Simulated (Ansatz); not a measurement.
Reaction (ligand exchange at the Si–S bond): `C#CS[SiH3]` + `[OH][Ge][O][SiH3]` → `[SiH3][O][Ge][O][SiH3]` + `C#CS`

Computed with Ansatz on PBE0-D4/def2-TZVP structures; ΔE is electronic, products minus reactants. CBS: MP2 limit from def2 TZ/QZ plus the TZ coupled-cluster correction, frozen cores. This one scheme is used for every species. DFT in def2-TZVPP. B3LYP here is the variant with VWN-RPA as its local correlation; programs differ in this. HSE06 is defined as in plane-wave codes. For Ge outer-core shells are correlated without core-valence functions, which leaves a few kJ/mol of doubt a bond. Scalar relativity is left out up to krypton. One conformer a species, not always the lowest.

`C#CS[SiH3]`:

```xyz
8

C     0.314   -2.214   -0.674
C     0.127   -1.063   -0.974
S    -0.134    0.533   -1.434
Si   -0.185    1.346    0.561
H     0.479   -3.232   -0.411
H    -1.295    0.732    1.326
H     1.109    1.098    1.238
H    -0.414    2.799    0.368
```

`[OH][Ge][O][SiH3]`:

```xyz
8

O     1.557    2.409   -0.262
Ge    1.667    0.829    0.539
O     0.085    0.201   -0.046
Si   -0.803   -1.170    0.101
H     0.740    2.512   -0.763
H    -1.031   -1.762   -1.243
H    -0.100   -2.169    0.953
H    -2.115   -0.849    0.721
```

`[SiH3][O][Ge][O][SiH3]`:

Cartesian coordinates in Å:
```
Si 0.177 -1.920 -1.334
O 0.491 -0.695 -0.289
Ge 1.812 -0.100 0.768
O 0.942 1.310 1.403
Si -0.571 1.922 1.152
H 1.349 -2.835 -1.440
H -0.995 -2.694 -0.851
H -0.120 -1.362 -2.678
H -1.615 0.943 1.550
H -0.703 3.140 1.991
H -0.766 2.292 -0.274
```

`C#CS`:

```xyz
5

C     0.574    1.111    0.000
C     0.054    0.044   -0.200
S    -0.642   -1.427   -0.616
H     1.032    2.053    0.190
H    -1.017   -1.781    0.627
```

Q: Is it downhill or uphill in electronic energy at CCSD(T)/CBS, and by how much? (An estimate is asked.)

A: Computed: Downhill: ΔE = -38.3 kJ/mol.

Q: What do these levels give: PBE-D4, revPBE-D4, B97M-V, B3LYP-D4, r2SCANh-D4, BHLYP-D4, ωB97X-V, HSE06, SCS-MP2/def2-TZVPP, HF/def2-QZVPP, HF/CBS(def2), MP2/CBS(def2)? (Estimate.)

A: The calculation gave: PBE-D4 -23.0, revPBE-D4 -23.1, B97M-V -38.8, B3LYP-D4 -41.5, r2SCANh-D4 -34.1, BHLYP-D4 -48.9, ωB97X-V -38.0, HSE06 -26.3, SCS-MP2/def2-TZVPP -42.5, HF/def2-QZVPP -58.4, HF/CBS(def2) -58.6, MP2/CBS(def2) -34.0 kJ/mol.

Q: What do rigid-rotor, harmonic-oscillator terms from PBE0-D4/def2-TZVP frequencies (298.15 K, 1 bar) make of the CCSD(T)/CBS value? (Estimate.)

A: Ansatz gave: ΔZPE = -5.8 kJ/mol, ΔH = -43.0 kJ/mol, ΔS = 3 J/(mol·K), ΔG = -43.8 kJ/mol.

Largest T1 diagnostic among the species: 0.015.

From PBE to PBE0 (25 % exact exchange), in def2-TZVPP and without D4, ΔE moves by −5.0 kJ/mol. Leaving LDA and LC-ωPBE aside and taking each functional with its dispersion term where it has one, the values spread over 25.9 kJ/mol, from BHLYP-D4 to PBE-D4.
